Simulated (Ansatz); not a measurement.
Input file for Ansatz (a first-principles code): R-CCSD(T)/def2-QZVPPD on HIN2 (a complex), monomers drawn apart or pushed together. Elements past Kr take the def2 small-core potentials; no spin–orbit coupling. Files ending in .json are basis or fitting sets from the Basis Set Exchange. The run froze 11 orbitals, filled d shells among them.

Ansatz 0.2 input:
```yaml
crystal:
  periodic: [false, false, false]
  atoms:
    - {symbol: N, position_ang: [0.10168156, 0.11003442, -1.00507190]}
    - {symbol: N, position_ang: [0.21013912, 0.11946585, 0.08007301]}
    - {symbol: I, position_ang: [0.58249053, 0.16885999, 5.32859671]}
    - {symbol: H, position_ang: [0.49803208, 0.15262560, 3.71572711]}
basis:
  gaussian:
    orbitals: def2-QZVPPD.json
magnetization: {spin_polarized: false}
correlation: {method: ccsd_t, electrons: outside_noble_gas}
scf: {lower_state_search: off}
```

Program output:

```
WARN ansatz: RAYON_NUM_THREADS=1 ignored (pool sized by the plan → 1); use --threads N
Functional definition: HF
these checks for a lower state are left out or cut short: stability, starts, cluster_reference, orbital_swaps, neighbouring_geometries, increment
integrals: 1.48 GiB planned
1504 factors; integrals over basis functions are off by at most 1.3e-3 eV
mean field: 0.76 GiB planned
mean field evaluation 1: about -11053.5413 eV, gradient 1.4e1 eV
mean field evaluation 2: about -11053.6250 eV, gradient 1.4e1 eV
mean field evaluation 4: about -11054.2870 eV, gradient 3.0e0 eV
mean field evaluation 8: about -11054.3037 eV, gradient 2.1e-1 eV
mean field -11054.30388272 eV, -406.2381748136 hartree, gradient 2.0e-6 eV, S^2 0.000000; 0 other end points of the search recorded, 0 dependent functions left out
11 core orbitals not correlated
reference -11054.30388272 eV, -406.2381748136 hartree; 9, 9 occupied and 230, 230 virtual orbitals, 1504 factors
second order -15.40919625 eV of doubles, -0.00000000 eV of singles
coupled cluster: 1.88 GiB planned
cycle   1  -15.19376785 eV  change    2.2e-1 eV  update   9.5e-2
cycle   2  -15.68922381 eV  change   -5.0e-1 eV  update   2.9e-2
cycle   3  -15.76696878 eV  change   -7.8e-2 eV  update   1.2e-2
cycle   4  -15.77029147 eV  change   -3.3e-3 eV  update   2.7e-3
cycle   5  -15.77219740 eV  change   -1.9e-3 eV  update   7.2e-4
cycle   6  -15.77220590 eV  change   -8.5e-6 eV  update   1.8e-4
cycle   7  -15.77234498 eV  change   -1.4e-4 eV  update   4.2e-5
cycle   8  -15.77237544 eV  change   -3.0e-5 eV  update   1.2e-5
cycle   9  -15.77237350 eV  change    1.9e-6 eV  update   3.4e-6
perturbative correction -0.74803442 eV, -0.0274897580 hartree
Total energy: -11070.82429064 eV, -406.8452886067 hartree
Checks for a lower state left out: stability, starts, cluster_reference, orbital_swaps, neighbouring_geometries, increment
```

The run converged.

Cost: very roughly 8 core-minutes.
